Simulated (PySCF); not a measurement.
## CuN⁻: from constants to spectrum

UHF-CCSD(T) constants of CuN⁻, ⁴Σ⁻ (quartet), unpaired electrons σ ↑, π ↑↑ (basis Cu def2-TZVPPD, N def2-TZVPPD; no relativity; PySCF 2.14; masses 62.9296 and 14.0031 u):

```
ωe   : 483.7 cm⁻¹
ωexe : 5.25 cm⁻¹
Be   : 0.43004 cm⁻¹
αe   : 0.00631 cm⁻¹
```

What force constant and bond length do these constants imply?

Reduced mass μred = 11.454 u; k = 5.8918×10⁻⁷·μred·ωe² (u, cm⁻¹, mdyn/Å) = 1.58 mdyn/Å; Re = √(16.8576/(μred·Be)) (u, cm⁻¹, Å) = 1.850 Å.

Estimate the centrifugal constant D from the Kratzer relation and find the Dunham coefficient a1.

D = 4Be³/ωe² = 1.36e-06 cm⁻¹; a1 = −1 − αeωe/(6Be²) = -3.75.

Correlated steps freeze 6 core orbitals. The CCSD T1 diagnostic is raised, a sign that a single reference may not be enough here. The state is the lowest single determinant that the PBE0 search found; with open d or f shells the true ground state can be another one.
